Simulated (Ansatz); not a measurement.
One change: `O/C=C/[SiH2]O` becomes `C=C[SiH2]O`.

Ansatz, PBE0-D4/def2-TZVP geometries, multiplicity 1. Each molecule was computed in one conformer, which needn't be the lowest.

```json
{"property": "size of the dipole moment (PBE/def2-TZVPP) / D", "`O/C=C/[SiH2]O`": "2.05"}
{"property": "LUMO energy (PBE0/def2-TZVPP) / eV", "`O/C=C/[SiH2]O`": "0.01"}
{"property": "HOMO energy (PBE0/def2-TZVPP) / eV", "`O/C=C/[SiH2]O`": "-7.05"}
{"property": "HOMO–LUMO gap (PBE/def2-TZVPP) / eV", "`O/C=C/[SiH2]O`": "4.92"}
{"property": "HOMO energy (PBE/def2-TZVPP) / eV", "`O/C=C/[SiH2]O`": "-5.86"}
{"property": "LUMO energy (PBE/def2-TZVPP) / eV", "`O/C=C/[SiH2]O`": "-0.93"}
```

(1) Give the same properties after the change, and the shifts. (Estimate.)

Answers

(1) Ansatz gave: 
| property | `C=C[SiH2]O` | shift |
| --- | --- | --- |
| size of the dipole moment (PBE/def2-TZVPP) / D | 1.51 | -0.54 |
| LUMO energy (PBE0/def2-TZVPP) / eV | -0.47 | -0.48 |
| HOMO energy (PBE0/def2-TZVPP) / eV | -7.96 | -0.91 |
| HOMO–LUMO gap (PBE/def2-TZVPP) / eV | 5.34 | 0.42 |
| HOMO energy (PBE/def2-TZVPP) / eV | -6.82 | -0.96 |
| LUMO energy (PBE/def2-TZVPP) / eV | -1.48 | -0.55 |

With PBE0 the HOMO falls by 0.91 eV and the LUMO falls by 0.48 eV, so the gap widens by about 0.43 eV. PBE moves the HOMO by -0.96 eV and ωB97M-V by -0.94 eV. Dipoles are sizes alone; their direction can turn.
